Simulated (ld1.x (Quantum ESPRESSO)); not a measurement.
# What one change does to a pseudopotential (Cu, TM)

* Element: Cu
* Generator: ld1.x (Quantum ESPRESSO) 7.5
* Type: norm-conserving Troullier–Martins (Kleinman–Bylander form)
* Functional: PBE
* Relativity: scalar-relativistic
* Frozen core: [Ne] 3s2
* Valence charge: 17
* Reference configuration: 3p6 3d10 4s0 4p0 (charge +1)
* Partial waves: 4s (bound, empty): rc 1.80 bohr; 3p (bound): rc 0.80 bohr; 3d (bound): rc 1.50 bohr
* Local potential: all-electron potential smoothed inside 1.80 bohr (lloc = -2)
* Core correction: a·sin(br)/r model core, default radius (core density twice the valence density)

Change: functional PBEsol.

Cutoffs: the cutoffs (Ry, on a coarse ladder) from which the occupation-weighted sum of valence levels, in a spherical-Bessel basis at the reference potential, stays within 10 and 1 mRy of its value at 400 Ry; they do not see the model core or the augmentation charge, which bear on the density cutoff. Errors are all-electron minus pseudo energies relative to the spin-unpolarised reference configuration.

Predict the effect on cutoff, ghosts and configuration errors.

The potential gets neither clearly harder nor softer (180 Ry and 300 Ry → 180 Ry and 300 Ry); the errors of the 7 common tests hardly move; neither file shows a bound ghost.

| quantity | base | changed |
| --- | --- | --- |
| cutoff, loose | 180 Ry | 180 Ry |
| cutoff, tight | 300 Ry | 300 Ry |
| bound ghosts | none | none |
| error for 3p6 3d10 4s1 4p0, meV [ΔE -8.15 → -8.10 eV] | -6.8 | -7.3 |
| error for 3p6 3d9 4s0 4p0, meV [ΔE 21.33 → 21.31 eV] | -79 | -78 |
| error for 3p6 3d8 4s0 4p0, meV [ΔE 60.35 → 60.31 eV] | -369 | -366 |
| error for 3p6 3d9 4s1 4p0, meV [ΔE 3.43 → 3.50 eV] | -98 | -100 |
| error for 3p6 3d10 4s0 4p1, meV [ΔE -4.01 → -3.93 eV] | -192 | -192 |
| error for 3p6 3d9 4s2 4p0, meV [ΔE -6.18 → -6.12 eV] | -137 | -139 |
| error for 3p6 3d10 4s0.5 4p0, meV [ΔE -4.99 → -4.95 eV] | -1.9 | -2.1 |
| s: phases at 1.94 bohr within 0.05 rad from the reference energy up to (Ry; the scan ends near 5) | 1.2 | 1.2 |
| p: phases at 1.94 bohr within 0.05 rad from the reference energy up to (Ry; the scan ends near 5) | -1.1 | -1.1 |
| d: phases at 1.94 bohr within 0.05 rad from the reference energy up to (Ry; the scan ends near 5) | 1.0 | 1.0 |
